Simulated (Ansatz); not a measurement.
[AlBrH3]- (AlH₃Br⁻). Charge -1, multiplicity 1. Geometry PBE0-D4/def2-TZVPD.

Cartesian coordinates in Å:
```
Al 0.053 0.196 0.037
Br -0.565 -2.107 -0.396
H 1.447 0.154 0.869
H -1.158 0.847 0.901
H 0.225 0.910 -1.412
```

LC-ωPBE has ω = 0.4 bohr⁻¹.

Question: Estimate the orbital energies around the gap (eV) in Ansatz with PBE-D4/def2-SVPD, revPBE-D4/def2-TZVPD, LC-ωPBE/def2-TZVPD, ωB97X-V/def2-TZVPD, ωB97M-V/def2-TZVPD.

Answer: 
| orbital | PBE-D4/def2-SVPD | revPBE-D4/def2-TZVPD | LC-ωPBE/def2-TZVPD | ωB97X-V/def2-TZVPD | ωB97M-V/def2-TZVPD |
| --- | --- | --- | --- | --- | --- |
| HOMO−13 | -63.49 | -63.15 | -69.18 | -70.22 | -70.66 |
| HOMO−12 | -63.49 | -63.15 | -69.18 | -70.22 | -70.66 |
| HOMO−11 | -62.06 | -61.94 | -67.57 | -68.91 | -69.26 |
| HOMO−10 | -62.02 | -61.91 | -67.54 | -68.88 | -69.24 |
| HOMO−9 | -62.02 | -61.91 | -67.54 | -68.88 | -69.24 |
| HOMO−8 | -61.93 | -61.83 | -67.46 | -68.81 | -69.17 |
| HOMO−7 | -61.93 | -61.83 | -67.46 | -68.81 | -69.17 |
| HOMO−6 | -13.53 | -13.44 | -19.18 | -18.66 | -18.50 |
| HOMO−5 | -5.14 | -5.08 | -9.96 | -9.48 | -9.28 |
| HOMO−4 | -2.75 | -2.67 | -6.60 | -6.27 | -6.10 |
| HOMO−3 | -2.43 | -2.39 | -6.58 | -6.21 | -6.05 |
| HOMO−2 | -2.43 | -2.39 | -6.58 | -6.21 | -6.05 |
| HOMO−1 | -1.47 | -1.47 | -5.40 | -5.07 | -4.90 |
| HOMO | -1.47 | -1.47 | -5.40 | -5.07 | -4.90 |
| LUMO | 3.58 | 3.09 | 4.33 | 4.40 | 3.82 |
| LUMO+1 | 3.73 | 3.48 | 4.93 | 4.96 | 4.38 |
| LUMO+2 | 4.53 | 3.82 | 5.05 | 5.11 | 4.50 |
| LUMO+3 | 4.78 | 3.82 | 5.05 | 5.11 | 4.50 |
| LUMO+4 | 4.78 | 4.15 | 5.95 | 5.90 | 5.38 |
| LUMO+5 | 5.14 | 4.71 | 6.49 | 6.44 | 5.86 |
